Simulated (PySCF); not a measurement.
## Polarisability and C₆ of Rb (rubidium, neutral)

[Kr] 5s1, 2S determinant. Calculation: PySCF 2.14, in aug-cc-pwCVTZ-X2C with one added diffuse shell each of s, p, d, f type (11s10p8d4f, 109 functions); scalar relativity by spin-free X2C-1e. Coupled (time-dependent) response in atomic units; α is the mean over directions.

| method | mean α (bohr³) | C₆ (like pair) | S(−4) |
| --- | --- | --- | --- |
| MN15 | 331.7 | 5241 | 89880 |

S(−4) is the Cauchy moment in α(ω) = α(0) + S(−4) ω² + …

Reference α: 319.8 ± 0.3 bohr³ (recommended; Schwerdtfeger and Nagle, table of static dipole polarizabilities (2023 update)). Published C₆: 4769 (Chu and Dalgarno (2004); Tang, Norbeck and Certain (1976)).

α(iu) at MN15:

| u (hartree) | α(iu) (bohr³) |
| --- | --- |
| 0 | 331.7 |
| 0.0500 | 199.5 |
| 0.100 | 94.86 |
| 0.200 | 35.68 |
| 0.300 | 20.73 |
| 0.500 | 11.36 |
| 0.750 | 7.149 |
| 1.00 | 4.991 |
| 1.50 | 2.808 |
| 2.00 | 1.779 |
| 3.00 | 0.8875 |
| 5.00 | 0.3507 |

A single London oscillator, α(iu) = α/(1 + u²/ω²), gives C₆ = (3/4) ω α². Matching the computed C₆ needs ω = 4 × 5241 / (3 × 331.7²) = 0.0635 hartree.
